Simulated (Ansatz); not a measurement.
`FCN[SiH3]` + `[AsH3]` → `[SiH3][AsH2]` + `NCF` at 700 K and 1 bar (ligand exchange at the Si–N bond).

Isolated molecules relaxed with PBE0-D4/def2-TZVP in Ansatz; ΔE leaves out vibrations. CCSD(T)/CBS adds triple-zeta CCSD(T) − MP2 to the extrapolated MP2 energy (def2 sets, frozen cores). For As outer-core shells are correlated without core-valence functions, which leaves a few kJ/mol of doubt a bond. Scalar relativity is left out up to krypton. Each species was taken in one conformer, which may not be the lowest.

```
       species  CCSD(T)/CBS energy (Eh)  H − E (kJ/mol)  S (J/(mol·K))
   `FCN[SiH3]`               -485.24366           258.6          418.6
      `[AsH3]`              -2236.79077            87.1          262.7
`[SiH3][AsH2]`              -2527.08228           159.2          372.9
         `NCF`               -194.94856           194.8          321.8
```

H − E and S are ideal-gas, rigid-rotor, harmonic terms from PBE0-D4/def2-TZVP, for one conformer and one mirror image of each species. 1 Eh = 2625.50 kJ/mol, R = 8.31446 J/(mol·K).

By hand: ΔE, ΔH, ΔS and ΔG.

ΔE = (-2527.08228) + (-194.94856) − (-485.24366) − (-2236.79077) = 0.00359 Eh = 9.4 kJ/mol. Δ(H − E) = 159.2 + 194.8 − 258.6 − 87.1 = 8.3, so ΔH = 17.7 kJ/mol. ΔS = 372.9 + 321.8 − 418.6 − 262.7 = 13.4 J/(mol·K). ΔG = 17.7 − 700 × (13.4)/1000 = 8.3 kJ/mol.

By hand: the equilibrium constant, and the temperature at which ΔG would vanish if ΔH and ΔS stayed fixed.

log₁₀ K = −ΔG/(RT ln 10) = -0.6. ΔG = 0 at ΔH/ΔS = 1321 K, though so small a ΔS makes that figure unsure.

TΔS isn't small against ΔH here. A doubt of 5 kJ/mol in ΔE shifts log₁₀ K by 0.4 here. Other conformers and mirror images would add mixing entropy, several J/(mol·K) or more a flexible species. These are equilibria of isolated gas molecules and say nothing of rates. Largest T1 diagnostic: 0.011 (customary marks: 0.02 for closed shells, 0.045 for open ones).
